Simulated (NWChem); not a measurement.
System: C4H6O; SMILES C1CCC1=O

Output (shortened):

```
             Northwest Computational Chemistry Package (NWChem) 7.3.0
             --------------------------------------------------------

 CS  symmetry detected

                             Geometry "geometry" -> ""
                             -------------------------

 Output coordinates in angstroms (scale by  1.889725989 to convert to a.u.)

  No.       Tag          Charge          X              Y              Z
 ---- ---------------- ---------- -------------- -------------- --------------
    1 O                    8.0000    -0.03492337    -1.86771422     0.00000000
    2 C                    6.0000     0.01585232    -0.67416588     0.00000000
    3 C                    6.0000     0.03793615     0.38354744     1.10214800
    4 C                    6.0000    -0.06276371     1.46593410     0.00000000
    5 C                    6.0000     0.03793615     0.38354744    -1.10214800
    6 H                    1.0000     0.98229014     0.37698042     1.67070700
    7 H                    1.0000    -0.79170885     0.31183701     1.82307100
    8 H                    1.0000     0.74634649     2.20870254     0.00000000
    9 H                    1.0000    -1.02188758     2.00219779     0.00000000
   10 H                    1.0000     0.98229014     0.37698042    -1.67070700
   11 H                    1.0000    -0.79170885     0.31183701    -1.82307100

 Effective nuclear repulsion energy (a.u.)     167.8045182247

      Symmetry information
      --------------------

 Group name             Cs
 Group number              2
 Group order               2
 No. of unique centers     8

                                Z-matrix (autoz)
                                --------

 Units are Angstrom for bonds and degrees for angles

[...]

      ----------------------
      Optimization converged
      ----------------------

  Step       Energy      Delta E   Gmax     Grms     Xrms     Xmax
  ---- ---------------- -------- -------- -------- -------- --------
@    4    -231.22442255 -1.0D-06  0.00010  0.00003  0.00055  0.00146
                                     ok       ok       ok       ok

                                Z-matrix (autoz)
                                --------

 Units are Angstrom for bonds and degrees for angles

[...]

 Rotational Constants
 --------------------
 A=   0.359520 cm-1  (  0.517258 K)
 B=   0.159124 cm-1  (  0.228939 K)
 C=   0.117853 cm-1  (  0.169560 K)

 Temperature                      =   298.15K
 frequency scaling parameter      =   1.0000

 Zero-Point correction to Energy  =   57.263 kcal/mol  (  0.091254 au)
 Thermal correction to Energy     =   60.352 kcal/mol  (  0.096177 au)
 Thermal correction to Enthalpy   =   60.944 kcal/mol  (  0.097121 au)

 Total Entropy                    =   72.003 cal/mol-K
   - Translational                =   38.639 cal/mol-K (mol. weight =  70.0419)
   - Rotational                   =   24.974 cal/mol-K (symmetry #  =        1)
   - Vibrational                  =    8.390 cal/mol-K

 Cv (constant volume heat capacity) =   16.881 cal/mol-K
   - Translational                  =    2.979 cal/mol-K
   - Rotational                     =    2.979 cal/mol-K
   - Vibrational                    =   10.922 cal/mol-K

[normal modes left out]

 ----------------------------------------------------------------------------
 Normal Eigenvalue ||           Projected Infra Red Intensities
  Mode   [cm**-1]  || [atomic units] [(debye/angs)**2] [(KM/mol)] [arbitrary]
 ------ ---------- || -------------- ----------------- ---------- -----------
    1       -0.000 ||    0.002298           0.053         2.240       1.472
    2       -0.000 ||    0.001510           0.035         1.472       0.968
    3       -0.000 ||    0.000842           0.019         0.821       0.540
    4       -0.000 ||    0.000026           0.001         0.026       0.017
    5        0.000 ||    0.000809           0.019         0.789       0.518
    6        0.000 ||    0.000004           0.000         0.004       0.003
    7       49.353 ||    0.004075           0.094         3.973       2.611
    8      404.343 ||    0.001150           0.027         1.122       0.737
    9      455.822 ||    0.003276           0.076         3.194       2.099
   10      641.221 ||    0.000003           0.000         0.003       0.002
   11      673.791 ||    0.001294           0.030         1.262       0.829
   12      746.309 ||    0.004566           0.105         4.451       2.926
   13      844.377 ||    0.001612           0.037         1.572       1.033
   14      932.861 ||    0.000571           0.013         0.557       0.366
   15      960.642 ||    0.000105           0.002         0.102       0.067
   16      974.952 ||    0.001671           0.039         1.629       1.070
   17     1091.189 ||    0.095105           2.194        92.713      60.940
   18     1109.445 ||    0.000697           0.016         0.679       0.446
   19     1205.282 ||    0.001333           0.031         1.300       0.854
   20     1233.257 ||    0.000166           0.004         0.161       0.106
   21     1236.867 ||    0.000592           0.014         0.577       0.379
   22     1259.031 ||    0.003247           0.075         3.165       2.081
   23     1287.645 ||    0.008591           0.198         8.375       5.505
   24     1460.285 ||    0.015064           0.348        14.685       9.653
   25     1475.034 ||    0.001346           0.031         1.312       0.862
   26     1526.419 ||    0.000460           0.011         0.448       0.295
   27     1893.041 ||    0.274702           6.338       267.793     176.021
   28     3066.539 ||    0.016581           0.383        16.164      10.625
   29     3070.710 ||    0.008366           0.193         8.155       5.360
   30     3096.560 ||    0.025919           0.598        25.267      16.608
   31     3113.342 ||    0.006667           0.154         6.499       4.272
   32     3118.918 ||    0.001418           0.033         1.382       0.909
   33     3147.709 ||    0.030938           0.714        30.160      19.824
 ----------------------------------------------------------------------------
```

Level: B3LYP/6-31G* (spherical d). 

Write an input that gives this output.

This is not unique; one that fits is the input that was run:
```
start job
memory heap 200 mb stack 900 mb global 1100 mb
geometry units angstroms
  O      0.096882    -0.000000    -1.866882
  C      0.090721     0.000000    -0.672270
  C      0.062374     1.102148     0.385294
  C     -0.089793     0.000000     1.461652
  C      0.062374    -1.102148     0.385294
  H      1.005968     1.670707     0.423738
  H     -0.762911     1.823071     0.274128
  H      0.683001    -0.000000     2.242135
  H     -1.073383    -0.000000     1.951599
  H      1.005968    -1.670707     0.423738
  H     -0.762911    -1.823071     0.274128
end
basis spherical
  * library 6-31g*
end
dft
  xc b3lyp
  iterations 150
end
driver
  maxiter 120
end
task dft optimize
task dft freq
```
